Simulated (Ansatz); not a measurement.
TiH4O4 (SMILES O[Ti](O)(O)O): the vertical ionisation energy from total energies

TiH4O4: 9 atoms, total charge 0, spin state singlet. As SMILES, `O[Ti](O)(O)O`. The coordinates come from a PBE0-D4/def2-TZVP relaxation. This is one conformer, not always the lowest.

Both states at this one shape; open shells run unrestricted unless said. 1 Eh = 27.2114 eV.

```tsv
level	program	singlet TiH4O4 (Eh)	doublet [TiH4O4]+ (Eh)
r2SCAN/def2-SVP	Ansatz	-1152.484512	-1152.104344
BHLYP/def2-SVP	Ansatz	-1152.433774	-1152.027102
CAM-B3LYP/def2-SVP	Ansatz	-1152.571326	-1152.165784
MP2/def2-SVP, 9 core orbitals frozen	Ansatz	-1151.097078	-1150.682548
```

Work out the vertical ionisation energy at each level.


1. r2SCAN/def2-SVP: -1152.104344 − (-1152.484512) = 0.380168 Eh = 10.34 eV.
2. BHLYP/def2-SVP: -1152.027102 − (-1152.433774) = 0.406672 Eh = 11.07 eV.
3. CAM-B3LYP/def2-SVP: -1152.165784 − (-1152.571326) = 0.405542 Eh = 11.04 eV.
4. MP2/def2-SVP: -1150.682548 − (-1151.097078) = 0.414530 Eh = 11.28 eV.

No measured value is set beside it here; the levels span 10.34 to 11.28 eV.
